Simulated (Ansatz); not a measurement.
Cartesian coordinates in Å:
```
C 0.558 -2.059 0.296
C 1.149 -0.998 0.841
Si 0.519 0.733 0.649
O 1.829 1.717 0.411
Ge -1.012 0.850 -1.197
O -2.320 -0.370 -0.996
H -0.333 -1.973 -0.320
H 0.935 -3.066 0.452
H 2.037 -1.152 1.452
H -0.200 1.172 1.885
H 1.731 2.645 0.625
H -0.380 0.457 -2.542
H -1.659 2.250 -1.340
H -2.854 -0.205 -0.216
```

Charge 0, multiplicity 1.

(1) List the PBE0/def2-TZVPP orbital energies in eV (Ansatz). (An estimate is asked.)

## Answers

(1) The calculation gave: Occupied: -10860.00, -1803.07, -1358.24, -1208.05, -1208.04, -1208.04, -522.84, -522.34, -278.52, -278.20, -170.99, -145.32, -120.81, -120.76, -120.74, -100.01, -99.97, -99.95, -33.76, -33.62, -33.58, -33.54, -33.53, -28.25, -27.22, -21.60, -16.80, -15.80, -15.07, -13.54, -12.88, -12.41, -11.58, -10.45, -10.27, -10.04, -9.62, -9.12, -8.73, -8.23, -7.21. Lowest empty: -0.88, -0.35, 0.66, 1.13, 1.17, 2.00, 2.24, 2.30.
